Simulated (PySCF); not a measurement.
# Silicon: highly charged ions in a basis for the neutral atom

Si¹⁰⁺ [He] 2s2, Si¹¹⁺ [He] 2s1. Computed with PySCF 2.14 in jorge-DZP-DKH (7s4p1d, 24 functions), with scalar relativity by spin-free X2C-1e. No spin-orbit coupling, so a gap to NIST mixes the basis error with missing relativistic terms.

Changed run: basis of the neutral atom used for a highly charged ion. This setting is unsound on purpose.

| species | method | sound run (hartree) | changed run (hartree) | converged |
| --- | --- | --- | --- | --- |
| Si¹⁰⁺ | UHF | not run | -224.19744 | yes |
| Si¹⁰⁺ | PBE | not run | -224.20843 | yes |
| Si¹⁰⁺ | BP86 | not run | -224.34926 | yes |
| Si¹¹⁺ | UHF | not run | -206.92904 | yes |
| Si¹¹⁺ | PBE | not run | -206.86094 | yes |
| Si¹¹⁺ | BP86 | not run | -207.00151 | yes |

Ionisation energy of Si¹⁰⁺:

```tsv
method	changed run (eV)	NIST (eV)
UHF	469.90	476.27
PBE	472.05	476.27
BP86	472.06	476.27
```

The contracted functions were made for the neutral atom and can be too rigid for a highly charged ion.
